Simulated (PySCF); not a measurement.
## Titanium: a sound run and one with changed settings

Sound run: Ti [Ar] 3d2 4s2, Ti⁺ [Ar] 3d2 4s1. All numbers are calculated (PySCF 2.14, no relativity, point nucleus, in cc-pVTZ (7s6p4d2f1g, 68 functions)). The sound run starts from symmetry-adapted Hartree-Fock orbitals and uses a fine grid where one is needed.

Changed run: initial guess sap, at most 50 SCF cycles.

```json
{"species": "Ti", "method": "UHF", "sound run (hartree)": "-848.41291", "changed run (hartree)": "-848.25573", "converged": "yes"}
{"species": "Ti", "method": "BP86", "sound run (hartree)": "-849.45726", "changed run (hartree)": "-849.45726", "converged": "yes"}
{"species": "Ti", "method": "PBE", "sound run (hartree)": "-849.12059", "changed run (hartree)": "-849.12297", "converged": "yes"}
{"species": "Ti⁺", "method": "UHF", "sound run (hartree)": "-848.20990", "changed run (hartree)": "-848.18231", "converged": "yes"}
{"species": "Ti⁺", "method": "BP86", "sound run (hartree)": "-849.20707", "changed run (hartree)": "-849.21961", "converged": "yes"}
{"species": "Ti⁺", "method": "PBE", "sound run (hartree)": "-848.87640", "changed run (hartree)": "-848.88910", "converged": "yes"}
```

The plain start fixes occupations by D2h representation alone, and Ti at UHF, Ti at PBE, Ti⁺ at UHF, Ti⁺ at BP86, Ti⁺ at PBE landed in another state (other ⟨L²⟩ or ⟨S²⟩).
